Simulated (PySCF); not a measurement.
NMR data simulated for an unnamed compound:

$^{1}$H NMR (500 MHz, computed): δ 4.95 (s, 2H), 2.52 (q, 2H), 1.23 (t, 3H).

$^{13}$C{$^{1}$H} NMR (computed): δ 179.9 (C), 123.0 (C), 31.8 (CH2), 10.7 (CH3).

PySCF 2.14.0 with density-fitted response routines calculation with shieldings: GIAO PBE0/pcSseg-1 and geometry from GFN2-xTB; relativity neglected, gas phase, one conformer, one averaged value for each set of equivalent atoms.

Chemical shifts δ = σref − σ; $^{1}$H (σ = 31.72 ppm), $^{13}$C (σ = 186.93 ppm) against TMS, all at this level.

Q: Which of these does the molecule contain: a three-membered ring, a CH3CH2 unit, a vinyl group CH=CH2, a Si–H bond, a nitrile, a ketone?

A: 
- A three-membered ring: no.
- A CH3CH2 unit: yes (δC 10.7, 31.8; δH 1.23 (t), 2.52 (q)).
- A vinyl group CH=CH2: no.
- A Si–H bond: yes (δH 4.95 (s)).
- A nitrile: yes (δC 123.0).
- A ketone: no.

The data belong to `CCC(=O)O[SiH2]C#N`, C4H7NO2Si; they needn't prove each group on their own.

Carbon signals by region: 1 in the far downfield region (above 160 ppm), 1 in the sp2 and nitrile region (100–160 ppm), 2 below 50 ppm. Above 160 ppm: 179.9, carbonyl carbon.

Shifts are as computed. Against solution values, carbons near 30 ppm lie about +3 ppm off and those near 130 ppm about +5 ppm (rms about the fit 2.1 ppm; single classes can miss by 10 ppm). Of 1328 compounds with measured shifts, 309 miss one by over three times the rms of a fit or turn the order of signals round; such compounds aren't used in these exercises. Signals without a measured value on file couldn't be tested in this way; 1H shifts scatter by 0.2 ppm about their fit, and single ones miss by 0.5 ppm. No couplings were computed; multiplicities are counted from neighbouring protons, with m where these are inequivalent, close in shift, in a saturated or five-membered ring or joined by F or P, and br s for small geminal =CH2 splittings.
